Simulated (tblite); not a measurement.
A geometry optimisation, step by step.

Compound: C6H3ClF (doublet state).
Numbering: `[F:1][c:2]1[cH:3][cH:4][c:5][cH:6][c:7]1[Cl:8]` (hydrogens: H9 on C3; H10 on C4; H11 on C6)
Bond orders are those of one Lewis drawing.

Computed with GFN2-xTB (tblite), gas phase: L-BFGS steps from a force-field or distance-geometry start until the largest atomic force falls under 0.01 eV/Å. 6 of its 14 geometries are shown.

Step 0: E = -640.6095 eV, largest atomic force 2.471 eV/Å
```
atom  x, y, z in Å  |  force x, y, z in eV/Å
F1      1.141    2.171   -0.141    0.024   0.048  -0.021
C2      0.494    0.999   -0.075    0.221  -0.589   0.144
C3     -0.883    0.976   -0.105   -0.478   0.102  -0.124
C4     -1.572   -0.230   -0.041   -0.004  -1.495   0.265
C5     -0.856   -1.430    0.093    0.967   2.259  -0.257
C6      0.534   -1.412    0.125   -0.940  -0.507   0.042
C7      1.218   -0.192    0.048   -0.200  -0.113  -0.014
Cl8     2.944   -0.177    0.109   -0.093   0.018  -0.017
H9     -1.432    1.911   -0.199    0.144  -0.237   0.032
H10    -2.661   -0.265   -0.059    0.363   0.171  -0.031
H11     1.078   -2.349    0.218   -0.003   0.342  -0.018
```

Step 3: E = -640.7164 eV, largest atomic force 0.255 eV/Å
```
atom  x, y, z in Å  |  force x, y, z in eV/Å
F1      1.138    2.164   -0.141   -0.112  -0.229   0.007
C2      0.490    0.981   -0.070   -0.058  -0.080   0.029
C3     -0.895    0.969   -0.109    0.049   0.117  -0.025
C4     -1.578   -0.242   -0.034    0.008   0.106   0.026
C5     -0.830   -1.374    0.085    0.060   0.025  -0.030
C6      0.529   -1.419    0.127    0.012   0.073  -0.003
C7      1.214   -0.204    0.049    0.119   0.081   0.007
Cl8     2.938   -0.176    0.108   -0.019   0.012  -0.012
H9     -1.428    1.903   -0.198    0.004  -0.014  -0.004
H10    -2.651   -0.262   -0.060   -0.140   0.002  -0.011
H11     1.077   -2.338    0.217    0.076  -0.094   0.015
```

Step 5: E = -640.7199 eV, largest atomic force 0.084 eV/Å
```
atom  x, y, z in Å  |  force x, y, z in eV/Å
F1      1.133    2.154   -0.141    0.003  -0.015  -0.002
C2      0.487    0.976   -0.068   -0.009  -0.022   0.003
C3     -0.895    0.971   -0.110   -0.017   0.029   0.009
C4     -1.579   -0.237   -0.032   -0.047  -0.024   0.000
C5     -0.826   -1.366    0.083    0.018  -0.030  -0.005
C6      0.533   -1.417    0.127   -0.031  -0.009  -0.002
C7      1.218   -0.203    0.049    0.032  -0.021   0.016
Cl8     2.938   -0.176    0.107    0.076   0.034  -0.008
H9     -1.428    1.903   -0.198   -0.013   0.082  -0.015
H10    -2.656   -0.261   -0.061   -0.038   0.007  -0.002
H11     1.080   -2.340    0.218    0.028  -0.029   0.005
```

Step 8: E = -640.7208 eV, largest atomic force 0.026 eV/Å
```
atom  x, y, z in Å  |  force x, y, z in eV/Å
F1      1.133    2.150   -0.141    0.009   0.005  -0.002
C2      0.486    0.972   -0.067   -0.007   0.002   0.003
C3     -0.897    0.973   -0.110   -0.007  -0.016   0.009
C4     -1.583   -0.237   -0.032    0.003   0.003  -0.006
C5     -0.825   -1.366    0.082   -0.005   0.008  -0.002
C6      0.534   -1.419    0.127    0.002  -0.009   0.002
C7      1.221   -0.204    0.051   -0.016  -0.013   0.005
Cl8     2.943   -0.172    0.106   -0.001   0.025  -0.007
H9     -1.428    1.909   -0.199    0.026  -0.002  -0.003
H10    -2.660   -0.261   -0.061    0.005  -0.005   0.001
H11     1.082   -2.342    0.218   -0.008   0.001  -0.001
```

Step 10: E = -640.7209 eV, largest atomic force 0.028 eV/Å
```
atom  x, y, z in Å  |  force x, y, z in eV/Å
F1      1.133    2.150   -0.141   -0.005  -0.014   0.000
C2      0.486    0.972   -0.067    0.007  -0.003   0.005
C3     -0.898    0.972   -0.109    0.013   0.007   0.001
C4     -1.583   -0.237   -0.032    0.004   0.000  -0.001
C5     -0.825   -1.366    0.081   -0.003  -0.007  -0.001
C6      0.534   -1.419    0.127   -0.005   0.006   0.001
C7      1.220   -0.205    0.051    0.003   0.012   0.001
Cl8     2.944   -0.170    0.106   -0.021   0.018  -0.006
H9     -1.427    1.909   -0.199    0.015  -0.004  -0.001
H10    -2.660   -0.261   -0.061   -0.004  -0.005  -0.001
H11     1.082   -2.342    0.218   -0.004  -0.011   0.000
```

Step 13: E = -640.7210 eV, largest atomic force 0.007 eV/Å
```
atom  x, y, z in Å  |  force x, y, z in eV/Å
F1      1.133    2.148   -0.141    0.000  -0.001   0.001
C2      0.485    0.971   -0.066    0.002  -0.002   0.002
C3     -0.898    0.972   -0.108    0.002   0.003  -0.006
C4     -1.583   -0.237   -0.032    0.002  -0.002   0.005
C5     -0.826   -1.366    0.081    0.002  -0.003   0.001
C6      0.533   -1.420    0.127    0.000   0.001   0.001
C7      1.220   -0.205    0.052    0.005   0.000  -0.001
Cl8     2.942   -0.166    0.104   -0.003   0.002  -0.002
H9     -1.423    1.910   -0.200   -0.006   0.004   0.001
H10    -2.660   -0.262   -0.061    0.001   0.000  -0.003
H11     1.081   -2.344    0.218   -0.005  -0.002   0.000
```

**Question.** Summarise the path.

**Answer.** The energy falls by 2.57 kcal/mol from step 0 to step 13; nine tenths of that is first reached at step 3. It falls at every step. The largest force goes from 2.471 to 0.007 eV/Å. Among the bonds C4–C5 changes most, from 1.404 to 1.364 Å; the atoms move by 0.027 Å rms after alignment.

The cost below is that of the whole relaxation. Hardware: one thread, Arm Neoverse V2 (aarch64), shared host with 96 logical CPUs at a one-minute load of 53. Cost: under 0.1 s.
